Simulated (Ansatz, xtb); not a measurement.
**Relative energy of two structures of CH2OSn**

Structure I: a singlet given by its coordinates. Structure II: a singlet given by its coordinates. Both are isolated molecules in the gas phase, relaxed with B3LYP-D3(BJ)/def2-SVP.

I (Å):

```xyz
5

C     0.4214    0.6182    0.3770
O    -0.1548    1.3307   -0.2867
Sn    1.7258   -0.7161    1.8649
H     0.1313   -1.4997    2.0658
H     2.0162   -1.5900    0.3325
```

Close contacts (Å): C1–O2 1.13, C1–Sn3 2.39, Sn3–H4 1.79, Sn3–H5 1.79.

II (Å):

```yaml
atoms:
  - { symbol: C, position_ang: [0.5308, -0.9967, 0.5743] }
  - { symbol: O, position_ang: [1.0219, -1.5047, 1.5711] }
  - { symbol: Sn, position_ang: [2.0882, 0.6055, 0.5303] }
  - { symbol: H, position_ang: [-0.3823, -1.4546, 0.1074] }
  - { symbol: H, position_ang: [0.9979, 1.5999, 1.5498] }
```

Close contacts (Å): C1–O2 1.22, C1–Sn3 2.23, O2–Sn3 2.58, C1–H4 1.12, Sn3–H5 1.79.

Energies in hartree; the thermal terms are from B3LYP-D3(BJ)/def2-SVP harmonic frequencies (ideal gas, rigid rotor, one conformer each, 298.15 K, 1 atm) and include the zero-point energy:

|  | I | II |
| --- | --- | --- |
| E, CCSD(T)/def2-TZVPP | −327.985716 | −327.965082 |
| zero-point energy | 0.018080 | 0.022364 |
| H(298 K) − E | 0.024139 | 0.027678 |
| G(298 K) − E | −0.010813 | −0.005742 |

Question: Work out ΔE, ΔE₀, ΔH and ΔG for I → II in kJ/mol (1 Eh = 2625.50 kJ/mol) and the equilibrium ratio [II]/[I].

Answer: 1. ΔE = −327.965082 − (−327.985716) = +0.020634 Eh = +54.17 kJ/mol.
2. ΔE₀ = ΔE + ΔZPE = +0.020634 + (+0.004284) Eh = +65.42 kJ/mol.
3. ΔH = ΔE + (+0.003539) Eh = +63.47 kJ/mol.
4. ΔG = ΔE + (+0.005071) Eh = +67.49 kJ/mol, so ΔS = (ΔH − ΔG)/T = −13.5 J/(mol K).
5. kT = 0.9442 mEh, so K = [II]/[I] = exp(−ΔG/kT) = exp(−27.22) ≈ 1.5 × 10^−12.

Structure I is favoured at this temperature. An error of 4 kJ/mol in ΔG would change K by a factor of 5. Large T1 diagnostics make the coupled-cluster value less sure. Mirror images and further conformers aren't counted.

Other levels gave ΔE = +35.9 (B3LYP-D3(BJ)/def2-SVP); +77.4 (HF/def2-TZVPP); +54.3 (MP2/def2-TZVPP) kJ/mol. The correlated steps freeze 6 core orbitals; the filled d shell of Sn is correlated, in a basis made for valence electrons. Atoms past krypton carry core potentials in the def2 sets, without spin–orbit terms. Programs: Ansatz 0.2.0.
